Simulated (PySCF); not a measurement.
## Si2BH5O

The system: Si2BH5O, a silylene (divalent Si1, bonded to 1 B + 1 O); neutral, singlet. The structure, one conformer, was relaxed in the gas phase by PBE0-D3(BJ)/def2-SVP. No frequency run checks that it is a minimum.

The lowest triplet lies only 1.10 eV up at this geometry (Tamm-Dancoff CAM-B3LYP/def2-SVPD). Shieldings at and next to the centre that carries it rest on this small gap and are unreliable.

SMILES: O[Si]B[SiH3]

```csv
atom,x (Å),y (Å),z (Å)
Si1,1.724,0.305,0.977
O2,2.777,-0.804,0.315
B3,0.239,0.845,-0.197
Si4,-1.521,-0.116,0.042
H5,2.633,-1.063,-0.601
H6,0.176,1.950,-0.693
H7,-2.592,0.729,0.661
H8,-1.967,-0.483,-1.345
H9,-1.424,-1.385,0.833
```

Shieldings: GIAO PBE0/pcSseg-2. Shifts are against computed references at the same level: H TMS (σ 31.24 ppm), Si TMS (σ 341.3 ppm). Core levels by delta-SCF with SCAN, pcX-2 on the ionised atom and pcseg-1 elsewhere, spin-free X2C (2p3/2 is the spin-free 2p value less a third of a first-order spin-orbit splitting); from the vacuum level, for chosen atoms.

(1) Give the shieldings and core levels atom by atom.

(2) Which of Si1, Si4 holds its core electrons tightest, and by how much against the loosest?

(3) By CAM-B3LYP/def2-SVPD (TDDFT singlets, Tamm-Dancoff triplets, ionisation by delta-SCF), where does absorption start, and what does vertical ionisation take?

Answers

(1) 
| atoms | bonded to | σ (ppm) | δ (ppm) | core level (eV) |
| --- | --- | --- | --- | --- |
| Si1 | 1 B + 1 O | -123.9 | 465.2 | 2p3/2 107.20 |
| O2 | 1 Si + 1 H | 105.3 | - | 1s 538.96 |
| B3 | 2 Si + 1 H | -24.1 | - | - |
| Si4 | 1 B + 3 H | 456.4 | -115.1 | 2p3/2 106.34 |
| H5 | 1 O | 24.01 | 7.23 | - |
| H6 | 1 B | 19.40 | 11.84 | - |
| H7 H8 H9 | 1 Si | 27.34 | 3.90 | - |

Values are those of this one static structure, with the three H of a rotating XH3 group averaged; atoms that internal rotation interchanges would show their mean in an NMR spectrum.

Core levels of B3 are left out, their hole states being strongly spin-contaminated.

(2) Si1 (bonded to 1 B + 1 O), by 0.86 eV over Si4 (bonded to 1 B + 3 H).

(3) The lowest singlet lies at 2.10 eV (f 0.033), the strongest of the first 6 at 5.99 eV (f 0.072), the lowest triplet at 1.10 eV; vertical ionisation takes 8.14 eV.
